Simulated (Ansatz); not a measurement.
AlClH3NZn (`[NH2][Zn][AlH][Cl]`) at its PBE0-D4/def2-TZVP geometry, where that method's forces vanish. The species carries charge 0 and has multiplicity 1.

```tsv
atom	x (Å)	y (Å)	z (Å)
N1	-0.932	-1.990	0.256
Zn2	-0.132	-0.360	0.127
Al3	1.017	1.790	-0.107
Cl4	0.690	2.860	-1.904
H5	-1.003	-2.509	1.117
H6	-1.625	-2.320	-0.398
H7	1.985	2.529	0.910
```

Q: For each bond, give half the difference of the two atoms' forces along it (eV/Å; positive pushes the atoms apart) under PBE-D4, r2SCAN-D4, B3LYP-D4, ωB97M-V in def2-TZVPP. (Estimate.)

A: Computed: 
| bond | length (Å) | PBE-D4 | r2SCAN-D4 | B3LYP-D4 | ωB97M-V |
| --- | --- | --- | --- | --- | --- |
| N1–Zn2 | 1.821 | -0.01 | -0.08 | 0.20 | 0.12 |
| N1–H5 | 1.008 | 0.26 | 0.08 | -0.03 | -0.03 |
| N1–H6 | 1.008 | 0.25 | 0.08 | -0.03 | -0.03 |
| Zn2–Al3 | 2.449 | -0.23 | -0.10 | -0.14 | -0.14 |
| Al3–Cl4 | 2.116 | 0.19 | 0.04 | 0.16 | 0.10 |
| Al3–H7 | 1.587 | 0.09 | 0.01 | -0.12 | -0.13 |

B3LYP here is the variant with VWN-RPA as its local correlation; programs differ in this.
